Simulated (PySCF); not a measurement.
**Vertical excitation energies**

Compound: C5H11ClSi.
Numbering: `[CH3:1][C@@H:2]1[CH2:3][CH2:4][Si@@H:5]1[CH2:6][Cl:7]` (hydrogens: H8, H9, H10 on C1; H11 on C2; H12, H13 on C3; H14, H15 on C4; H16 on Si5; H17, H18 on C6)

Geometry (GFN2-xTB, Å), atoms numbered from 1 in this order:
```
atom  x, y, z in Å
C1    -0.6860    1.7362   -0.2407
C2    -0.5436    0.3774   -0.9146
C3    -1.5824   -0.6534   -0.4164
C4    -0.6906   -1.5373    0.4776
Si5    0.8770   -0.7409   -0.2686
C6     2.1306    0.0318    0.9474
Cl7    3.3912    0.8506   -0.0134
H8    -0.6914    1.6316    0.8425
H9     0.1370    2.3912   -0.5183
H10   -1.6188    2.2133   -0.5394
H11   -0.5927    0.5198   -1.9946
H12   -1.9862   -1.2287   -1.2476
H13   -2.4147   -0.1959    0.1165
H14   -0.8407   -2.6021    0.3262
H15   -0.8476   -1.3348    1.5351
H16    1.6133   -1.5253   -1.2621
H17    2.6365   -0.7119    1.5570
H18    1.7001    0.7849    1.6017
```

Computed, not measured: PySCF 2.14.0, density-fitted response routines, TDDFT PBE0/def2-SVPD, vertical, gas phase, core orbitals frozen in the response.

```
state  E (eV)  λ (nm)       f  main configurations (H = HOMO, L = LUMO)
   S1    6.38   194.3   0.025                    H→L (78%), H-1→L (15%)
   S2    6.70   185.0   0.076                    H-1→L (79%), H→L (17%)
   S3    6.91   179.4  0.0056                               H→L+1 (81%)
   S4    7.09   174.8   0.020                             H-1→L+1 (79%)
   S5    7.14   173.7  0.0086                               H-3→L (87%)
   S6    7.20   172.2  0.0037   H-2→L (39%), H→L+3 (23%), H-1→L+3 (14%)
```

Triplets, Tamm–Dancoff:

```json
{"state": "T1", "E (eV)": "5.81", "λ (nm)": "213.3", "main configurations (H = HOMO, L = LUMO)": "H→L (47%), H-1→L (33%)"}
{"state": "T2", "E (eV)": "6.11", "λ (nm)": "203.1", "main configurations (H = HOMO, L = LUMO)": "H-1→L (43%), H→L (28%)"}
```

The lowest singlet lies at 6.38 eV (194 nm, vacuum ultraviolet) and is weak; its leading configuration is HOMO→LUMO (78%). The most intense listed level is S2 at 6.70 eV (185 nm, f = 0.076), 0.32 eV above S1. Löwdin shares by element: HOMO carbon 34% or more, silicon 16%, chlorine 15% (atoms not listed hold the other 35%); LUMO chlorine 32%, carbon 24% or more, silicon 16% (atoms not listed hold the other 28%). Orbital energies (eV): HOMO-3 -8.56, HOMO-2 -8.54, HOMO-1 -7.69, HOMO -7.60, LUMO 0.07, LUMO+1 0.55, LUMO+2 0.81. Of the 6 states listed, 3 reach f = 0.01 and none stays under 0.0005. The oscillator strengths of these states sum to 0.139; summed over the whole spectrum of an exact calculation they would give the number of electrons, 72 (Thomas–Reiche–Kuhn). Singlets were solved by full linear response, triplets in the Tamm–Dancoff approximation.

Hardware: Arm Neoverse V2, one thread, shared host with 96 logical CPUs at a one-minute load of 27. Cost: 35 s wall, 0.98 GiB resident at most.

One conformer stands for the species.
